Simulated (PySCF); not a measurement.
disilylmethane (CH₈Si₂), SMILES [SiH3]C[SiH3]. Geometry optimised at PBE0-D3(BJ)/def2-SVP.

Computed equilibrium geometry at PBE0-D3(BJ)/def2-SVP (PySCF confirms it by a frequency run) as Cartesian coordinates in Å, and its point group:
point group C2v.
```xyz
11

Si     1.5892     0.0000    -0.1828
C      0.0000     0.0000     0.8257
Si    -1.5892     0.0000    -0.1828
H      2.7886     0.0000     0.7107
H      1.6489    -1.2124    -1.0562
H      1.6489     1.2124    -1.0562
H      0.0000     0.8860     1.4837
H      0.0000    -0.8860     1.4837
H     -1.6489    -1.2124    -1.0562
H     -1.6489     1.2124    -1.0562
H     -2.7886     0.0000     0.7107
```
Charge 0, spin multiplicity 1.
